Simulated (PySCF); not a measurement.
**MHOH across group 13**

Level: PBE0, basis family def2-TZVP, scalar-relativistic core potentials from Rb on and no relativity for lighter atoms.

Each entry is the lowest minimum that a search over a few typed start shapes (and spin states, where more than one is plausible) found, or that minimum re-optimised at the stated level; isomers with ligand–ligand bonds, or fragments after loss of a ligand pair, can lie lower. Open shells are unrestricted; no spin–orbit coupling; PySCF with density fitting.

```tsv
molecule	2S+1	point group	mean bond to the central atom (Å)	lowest ω (cm⁻¹)	dipole (D)	distinct angles (°)
HB(OH)	2	Cs	1.267	754	1.42	115/121
HAl(OH)	2	Cs	1.653	417	1.55	124/114
HGa(OH)	?	?	?	?	?	?
HIn(OH)	2	Cs	1.885	350	2.07	114/115
```

**Question.** Fill in the row of HGa(OH).

**Answer.** 2S+1: 2; point group: Cs; mean bond to the central atom (Å): 1.699; lowest ω (cm⁻¹): 422; dipole (D): 1.61; distinct angles (°): 116/114.

Left out of the table are members whose search was unfinished or whose lowest solution was spin-contaminated, unstable, very soft or bonded differently.
